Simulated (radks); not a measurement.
Problem. Radial electron density D(r) = 4 pi r^2 rho(r) of an atom or ion with 21 electrons. Method: non-relativistic Kohn-Sham, PBE, spin-polarised, spherical densities, point nucleus; computed with a radial shooting solver on a logarithmic mesh with Libxc functionals.

| r (bohr) | D(r) (e/bohr) | spin D(r) |
|---|---|---|
| 0.004042 | 1.394 | -0.000108 |
| 0.005179 | 2.173 | -0.000169 |
| 0.006584 | 3.291 | -0.000255 |
| 0.008437 | 4.963 | -0.000385 |
| 0.01081 | 7.309 | -0.000567 |
| 0.01385 | 10.44 | -0.000810 |
| 0.01761 | 14.21 | -0.00111 |
| 0.02257 | 18.61 | -0.00146 |
| 0.02892 | 22.92 | -0.00184 |
| 0.03706 | 26.17 | -0.00221 |
| 0.0475 | 27.28 | -0.00261 |
| 0.06038 | 25.90 | -0.00314 |
| 0.07737 | 22.89 | -0.00388 |
| 0.09915 | 20.74 | -0.00385 |
| 0.1271 | 21.93 | 0.00163 |
| 0.1615 | 26.09 | 0.0250 |
| 0.207 | 29.50 | 0.0959 |
| 0.2652 | 27.19 | 0.259 |
| 0.3399 | 19.08 | 0.560 |
| 0.4321 | 11.41 | 0.998 |
| 0.5537 | 9.132 | 1.55 |
| 0.7096 | 11.09 | 2.04 |
| 0.9093 | 11.49 | 2.19 |
| 1.156 | 8.442 | 1.95 |
| 1.481 | 4.326 | 1.40 |
| 1.898 | 1.636 | 0.802 |
| 2.432 | 0.4944 | 0.353 |
| 3.092 | 0.1300 | 0.116 |
| 3.963 | 0.02413 | 0.0236 |
| 5.078 | 0.002565 | 0.00256 |

What is the nuclear charge?

Solution. Z = 23. The innermost maximum, from 1s, lies near 1/Z = 0.0435 bohr (found: 0.0467), and its height grows with Z. The density is that of the vanadium ion V2+ in [Ar] 3d3; the configuration itself is not fixed sharply by these data, and Z only to about a unit. D(r) has 3 maxima, at r = 0.0467, 0.215, 0.826 bohr, and minima at 0.104, 0.536 bohr, inside which lie 2.13, 10.52 electrons.
